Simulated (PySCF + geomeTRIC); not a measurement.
Species: Br$_{3}$Ga, SMILES `[Br][Ga]([Br])[Br]` (charge 0, multiplicity 1).

Give a relaxed geometry from TPSSh-D3(BJ)/def2-TZVP (PySCF + geomeTRIC).

the end point of this relaxation (outside a Z-matrix the atoms follow the SMILES, hydrogens last).
Z-matrix (Å, degrees):
```
Ga
Br 1 2.2663
Br 1 2.2663 2 119.96
Br 1 2.2666 2 119.99 3 179.97
```
